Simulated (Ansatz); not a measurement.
`OCOC[SiH3]` + `OCS` → `OCSC[SiH3]` + `OCO`  (substitution at a C–O bond)

Program: Ansatz. Geometries: PBE0-D4/def2-TZVP. ΔE: electronic, gas phase. CCSD(T)/CBS adds triple-zeta CCSD(T) − MP2 to the extrapolated MP2 energy (def2 sets, frozen cores). This one scheme is used for every species. DFT in def2-TZVPP. Each species was taken in one conformer, which may not be the lowest.

| level | ΔE (eV) |
| --- | --- |
| ωB97X-V | -0.68 |
| MP2/def2-TZVPP | -0.80 |
| MP2/CBS(def2) | -0.85 |
| CCSD/CBS(def2) | -0.73 |

Task: What does CCSD(T)/CBS give? (Estimate.)

Result: Computed: -0.75 eV. The listed levels differ from it by 0.07, -0.05, -0.10, 0.02 eV.

Largest T1 diagnostic among the species: 0.012.

In def2-TZVPP, CCSD(T) changes the Hartree–Fock value by −0.11 eV (the triples alone add −0.02 eV) and MP2 by −0.21 eV. The D4 term adds −0.05 eV with B3LYP and −0.03 eV with PBE0; it sums over pairs of atoms, weighted by their polarisabilities, and B3LYP, whose exchange is more repulsive, gets the larger term.

B3LYP here is the variant with VWN-RPA as its local correlation; programs differ in this.
